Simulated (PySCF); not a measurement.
## A survey of $^{19}$F NMR shifts

Equivalent nuclei averaged, in vacuum, relativity neglected, a single conformation. GFN2-xTB structure; PBE0/pcSseg-1 with gauge-including orbitals; PySCF.

Shieldings were converted by a linear fit to measured shifts: $^{19}$F: δ = 146.13 − 0.903σ +14.6 on sp3 carbon (rms 6.0 ppm, 223 shifts, 7.0 ppm with the 5 outliers that the fit left out vs CFCl3, solution or neat liquid). A few per cent of atoms miss by over 2 rms, more outside the fitted compound classes.

Problem. Give the $^{19}$F shifts of `FCc1cn([SiH3])cc1C(F)(F)F`, `F[C@@]12C=C[C@H]3[C@@H]1[C@H]32`.

Solution. 
```csv
compound,environment,δ (ppm)
[F:1][CH2:2][c:3]1[cH:4][n:5]([SiH3:6])[cH:7][c:8]1[C:9]([F:10])([F:11])[F:12],F10/11/12: fluorine of a CF3 group (×3),-62.2
[F:1][CH2:2][c:3]1[cH:4][n:5]([SiH3:6])[cH:7][c:8]1[C:9]([F:10])([F:11])[F:12],F1: fluorine on an sp3 carbon,-237.1
F[C@@]12C=C[C@H]3[C@@H]1[C@H]32,fluorine on an sp3 carbon,-182.5
```

Problem. Order these by $^{19}$F shift, lowest first.
A. CP(c1ccco1)C(F)(F)F
B. C/C=C(/F)CCl
C. CC[C@@H]1CC[C@](F)(C#N)[SiH2]1

Solution. C (-187.9 ppm, fluorine on an sp3 carbon), B (-92.3 ppm, vinylic fluorine), A (-65.2 ppm, fluorine of a CF3 group).
